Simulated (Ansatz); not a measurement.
A small benchmark: atomisation enthalpy at 298 K

10 molecules holding an element past argon; the atomisation enthalpy at 298 K in kJ/mol, computed less measured. Shapes, held fixed at every level: PBE0-D4/def2-TZVP. Thermal terms are harmonic and unscaled (PBE0-D4/def2-TZVP); the spin-orbit lowering of the free atoms is taken from their spectra. Programs: Ansatz 0.2.0. Measured values: Active Thermochemical Tables, CRC Handbook of Chemistry and Physics.

Levels: A = wB97M-V/def2-TZVPP; B = wB97X-V/def2-TZVPP; C = BCCD(T)/STO-3G; D = CCSD(T)/def2-SVP; E = CCSD/def2-TZVPP.

```csv
molecule,from tabulated heats,A,B,C,D,E
HBr (hydrogen bromide),366,-7,-6,-12,-26,-12
IBr (iodine monobromide),178,-25,-19,-28,-65,-46
HI (hydrogen iodide),298,-13,-10,+8,-31,-14
I2 (iodine),151,-33,-25,-28,-72,-52
H2Se (hydrogen selenide),633,+8,+16,+41,-33,-6
H2Te (hydrogen telluride),533,+10,+21,+79,-34,-1
AsF3 (arsenic trifluoride),1326,+21,+40,-620,-167,-83
AsH3 (arsine),890,-9,+9,+130,-83,-38
CH3I (SMILES CI),1463,-13,-12,+89,-93,-59
GeH4 (germane),1153,+11,+31,+420,-39,+10
```

Sum up the errors.


```csv
level,kind,mean error,mean absolute error,worst case
wB97M-V/def2-TZVPP,range-separated hybrid,-5.0,15.0,I2
wB97X-V/def2-TZVPP,range-separated hybrid,+4.5,18.9,AsF3
BCCD(T)/STO-3G,coupled cluster or CI,+7.9,145.5,AsF3
CCSD(T)/def2-SVP,coupled cluster or CI,-64.3,64.3,AsF3
CCSD/def2-TZVPP,coupled cluster or CI,-30.1,32.1,AsF3
```

On this set wB97M-V/def2-TZVPP has the smallest mean absolute error and BCCD(T)/STO-3G the largest. CCSD(T)/def2-SVP is too low in 10 of 10; CCSD/def2-TZVPP is too low in 9 of 10. The heats of H2Se, H2Te come from older tables and can be uncertain by 10 kJ/mol or more. The molecules' own spin-orbit binding is left out, so errors for heavy halides read too negative. The tabulated value of AsF3 is in doubt (older tables, estimates, or at odds with other calculations) and kept here. Over the 9 molecules whose values aren't doubted the mean absolute errors are A 14.3; B 16.6; C 92.8; D 52.9; E 26.4. For BCCD(T)/STO-3G the error grows with the size of the molecule. Rows in very small basis sets show the basis more than the method. Correlated wave functions converge slowly with the basis. CCSD also lacks the triples, which bind further. For atoms past krypton def2 sets carry core potentials with scalar relativity. All-electron rows are non-relativistic unless named. Relativity is left out for As, Br, Ge, Se. Outer-core shells of As, Br, Ge, I, Se, Te are correlated in most correlated rows, in sets that cover them unevenly. The set is small.
